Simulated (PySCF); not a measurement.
C5H8Si.
SMILES: `CC1=C[SiH2]C=C1`

Computed, not measured: PySCF 2.14.0, PBE0-D3(BJ)/def2-SVP geometry optimisation, gas phase.

Masses are those of the commonest isotopes; rigid-rotor values at the optimised geometry. 

Q: Give the principal moments of inertia and the rotational constants in GHz.

A: Ia = 83.76, Ib = 215.64, Ic = 290.37 u·Å²; 505379 MHz·u·Å²/I gives 6033, 2344 and 1740 MHz, that is A = 6.0333, B = 2.3436, C = 1.7405 GHz.

Q: Classify the top.

A: An asymmetric top. Ray's parameter κ = (2B − A − C)/(A − C) = -0.719; −1 is the prolate and +1 the oblate limit.

Q: What does the inertial defect say?

A: Not planar: Δ = Ic − Ia − Ib = -9.04 u·Å². For a rigid frame Δ = −2 Σ m c², so Σ m c² = 4.52 u·Å² lies off the ab plane, practically all of it from hydrogen. The atom farthest from that plane is 1.21 Å away.

Q: Give the other two planar moments, Paa and Pbb, and the rms extents of the mass along the axes.

A: Paa = Σ m a² = (Ib + Ic − Ia)/2 = 211.12 and Pbb = Σ m b² = (Ia + Ic − Ib)/2 = 79.25 u·Å². With the mass M = 96.04 u, the rms extents √(P/M) along a, b and c are 1.48, 0.91, 0.22 Å.

Q: Give the coordinates in the principal-axis frame, origin at the centre of mass.

A: The sense of each axis is arbitrary; atoms in the order of the calculation.
| atom | mass (u) | a (Å) | b (Å) | c (Å) |
| --- | --- | --- | --- | --- |
| C1 | 12.000 | 2.535 | 0.228 | -0.001 |
| C2 | 12.000 | 1.045 | 0.118 | 0.000 |
| C3 | 12.000 | 0.175 | 1.156 | 0.001 |
| Si4 | 27.977 | -1.552 | 0.447 | 0.000 |
| C5 | 12.000 | -0.918 | -1.317 | -0.001 |
| C6 | 12.000 | 0.428 | -1.238 | 0.001 |
| H7 | 1.008 | 2.964 | -0.283 | -0.879 |
| H8 | 1.008 | 2.964 | -0.264 | 0.888 |
| H9 | 1.008 | 2.867 | 1.275 | -0.011 |
| H10 | 1.008 | 0.516 | 2.193 | 0.000 |
| H11 | 1.008 | -2.365 | 0.793 | 1.207 |
| H12 | 1.008 | -2.361 | 0.796 | -1.210 |
| H13 | 1.008 | -1.449 | -2.271 | 0.000 |
| H14 | 1.008 | 1.083 | -2.118 | 0.002 |

Q: List the rotational levels J(Ka,Kc) to J = 4 (MHz).

A: Above 0(0,0):
J = 1: 1(0,1) 4084, 1(1,1) 7774, 1(1,0) 8377
J = 2: 2(0,2) 12184, 2(1,2) 15339, 2(1,1) 17148, 2(2,1) 28217, 2(2,0) 28285
J = 3: 3(0,3) 24170, 3(1,3) 26646, 3(1,2) 30260, 3(2,2) 40470, 3(2,1) 40804, 3(3,1) 60467, 3(3,0) 60471
J = 4: 4(0,4) 39872, 4(1,4) 41653, 4(1,3) 47651, 4(2,3) 56753, 4(2,2) 57721, 4(3,2) 76926, 4(3,1) 76959, 4(4,1) 104755, 4(4,0) 104755

Q: Which types of transition are allowed, and where do some lines up to J = 2 fall?

A: The dipole components are |μa| = 1.04 D, |μb| = 0.36 D, |μc| = 0.00 D; the mirror of this Cs structure is the ab plane, so μc vanishes by symmetry and there are no c-type lines. The squared components, which scale the intensities, stand as 1.00 : 0.12 (a : b). Some lines, for components of 0.1 D or more:

```
type  branch         J(Ka,Kc)    MHz  lower level (cm⁻¹)
   a       Q  1(1,0) ← 1(1,1)    603               0.259
   a       Q  2(1,1) ← 2(1,2)   1809               0.512
   a       R  1(0,1) ← 0(0,0)   4084               0.000
   b       Q  1(1,0) ← 1(0,1)   4293               0.136
   b       R  2(0,2) ← 1(1,1)   4410               0.259
   b       Q  2(1,1) ← 2(0,2)   4964               0.406
   a       R  2(1,2) ← 1(1,1)   7565               0.259
   b       R  1(1,1) ← 0(0,0)   7774               0.000
   a       R  2(0,2) ← 1(0,1)   8100               0.136
   a       R  2(1,1) ← 1(1,0)   8771               0.279
   b       Q  2(2,0) ← 2(1,1)  11137               0.572
   b       R  2(1,2) ← 1(0,1)  11255               0.136
   b       Q  2(2,1) ← 2(1,2)  12879               0.512
   b       R  2(2,1) ← 1(1,0)  19840               0.279
   b       R  2(2,0) ← 1(1,1)  20512               0.259
```

Q: Estimate the classical rotational partition function at 50 K, 200 K and 500 K.

A: Point group Cs, symmetry number σ = 1; q = (√π/σ)·√((kT/h)³/(ABC)), k/h = 20836.6 MHz/K: 12000 at 50 K, 96100 at 200 K, 380000 at 500 K.

PBE0-D3(BJ)/def2-SVP frequencies: not computed here. Constants of a rigid frame at the computed geometry: no zero-point averaging, no centrifugal distortion. A rigid rotor knows nothing of internal rotation, which can split or shift real lines.
